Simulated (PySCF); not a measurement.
**C$_{5}$H$_{12}$Si$_{2}$: full NMR table**

| Item | Value |
| --- | --- |
| Formula | C5H12Si2 |
| SMILES | [SiH3]/C=C/[SiH2]C1CC1 |
| InChI | InChI=1S/C5H12Si2/c6-3-4-7-5-1-2-5/h3-5H,1-2,7H2,6H3/b4-3+ |
| Point group of the computed structure | C1 |
| Degrees of unsaturation | 2 |
| Carbon signals | 4 |
| Proton signals | 7 |

Atom-mapped SMILES (the numbers label the heavy atoms): `[SiH3:1]/[CH:2]=[CH:3]/[SiH2:4][CH:5]1[CH2:6][CH2:7]1`. Hydrogens are named by the atom that carries them. Ha(C6), Ha(C7) are cis to Si4 on the ring; Hb(C6), Hb(C7) are trans to Si4 on the ring.

- shielding tensors at PBE0/pcSseg-1 (GIAO)
- geometry from GFN2-xTB
- code: PySCF 2.14
- no solvent model, one computed conformer, no relativistic terms, fast rotation and ring inversion assumed for equivalent nuclei

Referencing at the same level of theory: ¹H and ¹³C and ²⁹Si vs TMS.

```tsv
carbon	δC, type	δH (multiplicity)	HMBC from (2–3 bonds)	span of the C tensor (ppm)
C2	152.9, CH	7.29 (m)	H(C3), H(Si4), H(Si1)	266
C3	157.8, CH	7.16 (m)	H(C2), H(Si4), H(Si1), H(C5)	258
C5	-8.1, CH	-0.23 (m)	H(C3), H(Si4), Hb(C6)/Hb(C7), Ha(C6)/Ha(C7)	64
C6/C7	3.2, CH2	Ha(C6) 0.25 (m); Hb(C6) 0.74 (m)	H(Si4), Hb(C6)/Hb(C7), Ha(C6)/Ha(C7), H(C5)	64
```

Other nuclei:
| atoms | nucleus | environment | δ (ppm) | σ (ppm) |
| --- | --- | --- | --- | --- |
| H(Si4) | ¹H | hydrogen on a silicon bonded to 2 C | 4.24 | 27.47 |
| H(Si1) | ¹H | hydrogen on a silicon bonded to C | 4.23 | 27.49 |
| Si4 | ²⁹Si | silicon bonded to 2 C, 2 H | -37.1 | 386.3 |
| Si1 | ²⁹Si | silicon bonded to C, 3 H | -71.6 | 420.8 |

- Carbon types of the structure: 3 × CH, 2 × CH2, leaving 5 H on heteroatoms.
- δC 157.8, 152.9: alkene CH; as expected for a trigonal carbon in a double bond.
- δC 3.2, -8.1: three-membered-ring carbon; carbons of three-membered rings are unusually shielded.
- δH 7.29, 7.16: hydrogen on an alkene CH; attached to an sp2 carbon and in the plane of the double bond.
- δH 4.23: hydrogen on a silicon bonded to C.
- δH 0.74, 0.25, -0.23: hydrogen on a three-membered-ring carbon; cyclopropane-type protons are shielded by the ring.

Shifts are as computed. Against solution values, carbons near 30 ppm lie about +3 ppm off and those near 130 ppm about +5 ppm. Of 1309 compounds with measured shifts, 239 miss one by over three times the rms of a fit or turn the order of signals round; such compounds aren't used in these exercises. Multiplicities follow the n + 1 count of equivalent neighbours, as no J values were calculated; m marks all less simple cases, F and P coupling included.
